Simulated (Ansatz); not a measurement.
Relaxation of Pb3Se2F2 with RKS PBE-D4/def2-SVP.

```sh
$ ansatz run in.yaml --threads 4 --pin off --events-out ev --progress --plain --max-ram 8704MiB
```

```yaml
crystal:
  periodic: [false, false, false]
  atoms:
    - {symbol: Pb, position_ang: [-0.646170, -1.850300, -1.185760]}
    - {symbol: Pb, position_ang: [1.508380, 0.266620, 0.426870]}
    - {symbol: Pb, position_ang: [-1.710100, 1.434050, 0.517290]}
    - {symbol: Se, position_ang: [-0.214550, 0.808680, -1.692450]}
    - {symbol: Se, position_ang: [-0.779360, -0.983850, 1.408830]}
    - {symbol: F, position_ang: [0.282170, 2.130550, 1.290710]}
    - {symbol: F, position_ang: [1.559630, -1.805750, -0.765490]}
basis:
  gaussian: {orbitals: def2-SVP}
hamiltonian: {xc: pbe, dispersion: d4}
scf: {lower_state_search: "off"}
output: {orbitals: {seedname: orbitals}}
relax: {f_tol: 0.02, max_steps: 100}
```

Hardware: 4 threads of Intel Xeon Platinum 8259CL on a shared host. Wall time 21 s.

Positions (Å) and forces (eV/Å) at steps 1, 2, 3, 4, 6 of 6:

```xyz
7
step=1 energy=-151844.9766 eV
Pb   -0.646   -1.850   -1.186    0.016   -0.829   -0.489
Pb    1.508    0.267    0.427    1.192    0.215    0.346
Pb   -1.710    1.434    0.517   -0.479    0.749    0.347
Se   -0.215    0.809   -1.692   -0.048    0.672   -1.314
Se   -0.779   -0.984    1.409   -0.492   -0.765    1.171
F     0.282    2.131    1.291   -0.149    0.132    0.041
F     1.560   -1.806   -0.765   -0.039   -0.173   -0.102
7
step=2 energy=-151845.0368 eV
Pb   -0.636   -1.938   -1.236    0.312    0.694    0.457
Pb    1.631    0.288    0.462   -1.000   -0.180   -0.283
Pb   -1.754    1.516    0.557    0.696   -0.514   -0.166
Se   -0.224    0.896   -1.865   -0.118   -0.434    0.764
Se   -0.847   -1.085    1.561    0.159    0.441   -0.756
F     0.272    2.145    1.295    0.014   -0.114   -0.069
F     1.559   -1.823   -0.774   -0.063    0.107    0.053
7
step=3 energy=-151845.1556 eV
Pb   -0.562   -1.986   -1.252   -0.028    0.379    0.214
Pb    1.555    0.275    0.442   -0.302   -0.054   -0.086
Pb   -1.719    1.584    0.605    0.206   -0.347   -0.163
Se   -0.315    0.816   -1.765    0.071    0.033   -0.019
Se   -0.894   -1.030    1.422    0.058   -0.011    0.056
F     0.323    2.157    1.309   -0.017    0.045    0.022
F     1.611   -1.816   -0.759    0.012   -0.046   -0.024
7
step=4 energy=-151845.1777 eV
Pb   -0.581   -1.887   -1.198   -0.201   -0.130   -0.112
Pb    1.488    0.263    0.422    0.404    0.071    0.115
Pb   -1.676    1.489    0.557   -0.258    0.049   -0.019
Se   -0.274    0.868   -1.839    0.024   -0.085    0.178
Se   -0.883   -1.072    1.510    0.083    0.104   -0.147
F     0.320    2.154    1.306   -0.049    0.065    0.029
F     1.607   -1.814   -0.759   -0.004   -0.074   -0.043
7
step=6 energy=-151845.2085 eV
Pb   -0.611   -1.897   -1.210   -0.006   -0.005   -0.004
Pb    1.543    0.272    0.438   -0.013   -0.002   -0.004
Pb   -1.708    1.488    0.551   -0.008    0.002    0.000
Se   -0.249    0.854   -1.797    0.007    0.002    0.002
Se   -0.846   -1.047    1.486    0.007    0.001    0.003
F     0.291    2.152    1.299    0.007    0.000    0.001
F     1.579   -1.821   -0.768    0.006    0.002    0.002
```

In the def2 sets Pb takes a core potential; there is no spin–orbit coupling. The structure comes from a short search, and lower isomers may exist.
